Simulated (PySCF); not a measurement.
3-methylthiophene (C₅H₆S), SMILES Cc1ccsc1.

Geometry: PBE0-D3(BJ)/def2-SVP.

Level of theory: TDA-PBE/def2-SVPD in PySCF.

Vertical excitations. Isolated molecule, no solvent. State labels are in the subgroup Cs.

```
state  symmetry  energy (eV)  λ (nm)      f                                          main pairs
-----  --------  -----------  ------  -----  --------------------------------------------------
S1           A'         5.54     224  0.056  HOMO−1→LUMO 38 %, HOMO→LUMO 34 %, HOMO→LUMO+3 20 %
S2           A"         5.56     223  0.001                                    HOMO→LUMO+1 99 %
S3           A"         5.85     212  0.001                                  HOMO−1→LUMO+1 99 %
S4           A"         5.95     208  0.006                                    HOMO→LUMO+2 99 %
S5           A'         6.03     206  0.081                    HOMO→LUMO 52 %, HOMO−1→LUMO 32 %
S6           A"         6.26     198  0.001                                  HOMO−1→LUMO+2 97 %
S7           A"         6.29     197  0.000                                    HOMO→LUMO+4 97 %
S8           A"         6.61     188  0.008                                  HOMO−1→LUMO+4 99 %
S9           A"         6.76     183  0.008                                    HOMO→LUMO+5 99 %
S10          A"         6.96     178  0.003                                    HOMO→LUMO+6 98 %
T1           A'         3.85     322      0                                      HOMO→LUMO 93 %
T2           A'         4.39     282      0                                    HOMO−1→LUMO 93 %
T3           A"         5.32     233      0                                    HOMO→LUMO+1 99 %
T4           A'         5.49     226      0                                    HOMO→LUMO+3 96 %
```
Triplets are in the Tamm–Dancoff approximation.
